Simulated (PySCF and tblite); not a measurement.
C8H10, numbered as in [CH3:1][CH2:2][c:3]1[cH:4][cH:5][cH:6][cH:7][cH:8]1.

Search: ETKDG and KDG, MMFF94s, GFN2-xTB, 90 starts; geometries at PBE0-D3(BJ)/def2-SVP. Energies: B3LYP-D3(BJ)/def2-TZVP (IEF-PCM, chloroform), with GFN2-xTB thermal terms (modes under about 100 cm⁻¹ blended into free rotors). Symmetry numbers and mirror images are counted. Conformers within 3 kcal/mol (GFN2-xTB free energy) were kept, 8 at most. GIAO shieldings: PBE0/pcSseg-1 (IEF-PCM, chloroform). Shifts are against TMS (¹H), TMS (¹³C) at the same level. Codes: tblite and PySCF.

Torsions listed: C1–C2–C3–C4.

```
conformer  shape  weight %  dipole D
        1    89°     100.0      0.51
```

(1) How do the computed shifts compare with measured ones?

## Answers

(1) 
```tsv
nucleus	signal	leading conformer	average	measured	medium
¹H	H1	1.15	1.15	1.21	not stated per compound (mostly CDCl3 or CCl4)
¹H	H2	2.53	2.53	2.63	not stated per compound (mostly CDCl3 or CCl4)
¹³C	C1	21.7	21.7	15.8	not stated per compound (mostly CDCl3 or CCl4)
¹³C	C2	33.7	33.7	29.1	not stated per compound (mostly CDCl3 or CCl4)
```

Measured values: Pretsch, Buehlmann, Badertscher, Structure Determination of Organic Compounds, 4th ed. (2009). Mean difference for ¹H: -0.08 ppm, scatter 0.02 ppm. Mean difference for ¹³C: 5.25 ppm, scatter 0.65 ppm. The computed shifts are unscaled and lack vibrational corrections.
